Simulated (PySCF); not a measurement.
Compound: C5H5BrS.
Geometry (BHandHLYP/cc-pVDZ, Å), atoms numbered from 1 in this order:
```xyz
12
C5H5BrS angstrom
S      3.7561   -0.1217   -0.2349
C      2.1324   -0.1550   -0.3324
C      1.2413    0.2982    0.7055
C     -0.1071    0.2826    0.6516
C     -0.9211   -0.1866   -0.4462
C     -2.2539   -0.1966   -0.4878
Br    -3.3907    0.4048    0.8888
H      1.6712   -0.5447   -1.2398
H      1.7213    0.6816    1.5995
H     -0.6479    0.6581    1.5139
H     -0.4291   -0.5725   -1.3329
H     -2.8031   -0.5632   -1.3444
```

Method: BHandHLYP/cc-pVDZ geometry optimisation, gas phase in PySCF.

Take the most abundant isotopes and a rigid rotor. The values belong to one conformer with, in the numbering `[S:1]=[CH:2]/[CH:3]=[CH:4]\[CH:5]=[CH:6]/[Br:7]`, S1–C2–C3–C4 180°, C3–C4–C5–C6 180°.

**Question.** Give the principal moments of inertia and the rotational constants in cm⁻¹.

**Answer.** Ia = 50.27, Ib = 1427.35, Ic = 1477.62 u·Å²; 505379 MHz·u·Å²/I gives 10053, 354.1 and 342.0 MHz, that is A = 0.33533, B = 0.01181, C = 0.01141 cm⁻¹.

**Question.** What kind of rotor is it?

**Answer.** A near-prolate asymmetric top. Ray's parameter κ = (2B − A − C)/(A − C) = -0.998; −1 is the prolate and +1 the oblate limit.

**Question.** Is it planar, by Δ = Ic − Ia − Ib?

**Answer.** Planar: Δ = Ic − Ia − Ib = 0.00 u·Å². For a rigid frame Δ = −2 Σ m c², so it vanishes when all atoms lie in the ab plane; here none is more than 0.01 Å from it.

**Question.** Which lines would a microwave search look for?

**Answer.** The dipole components are |μa| = 2.48 D, |μb| = 1.09 D, |μc| = 0.00 D; the mirror of this Cs structure is the ab plane, so μc vanishes by symmetry and there are no c-type lines. The squared components, which scale the intensities, stand as 1.00 : 0.19 (a : b). Some lines, for components of 0.1 D or more:

```tsv
type	branch	J(Ka,Kc)	MHz	lower level (cm⁻¹)
a	R	1(0,1) ← 0(0,0)	696	0.000
a	R	2(1,2) ← 1(1,1)	1380	0.347
a	R	2(0,2) ← 1(0,1)	1392	0.023
a	R	2(1,1) ← 1(1,0)	1404	0.347
b	Q	1(1,0) ← 1(0,1)	9711	0.023
b	Q	2(1,1) ← 2(0,2)	9723	0.070
b	R	1(1,1) ← 0(0,0)	10395	0.000
b	R	2(1,2) ← 1(0,1)	11079	0.023
b	Q	2(2,0) ← 2(1,1)	29097	0.394
b	Q	2(2,1) ← 2(1,2)	29133	0.393
b	R	2(2,1) ← 1(1,0)	30501	0.347
b	R	2(2,0) ← 1(1,1)	30513	0.347
```

**Question.** Estimate the classical rotational partition function at 25 K, 50 K and 298.15 K.

**Answer.** Point group Cs, symmetry number σ = 1; q = (√π/σ)·√((kT/h)³/(ABC)), k/h = 20836.6 MHz/K: 19100 at 25 K, 54000 at 50 K, 787000 at 298.15 K.

No BHandHLYP/cc-pVDZ frequencies stand behind this structure, so it isn't proved a minimum. Zero-point vibration and centrifugal distortion are left out. Quadrupole hyperfine structure (79Br) is left out.

Hardware: one thread, Arm Neoverse V2 (aarch64), no GPU, shared host. Cost: 62 s of wall time, 0.67 GiB resident at most. These figures are those of the optimisation.
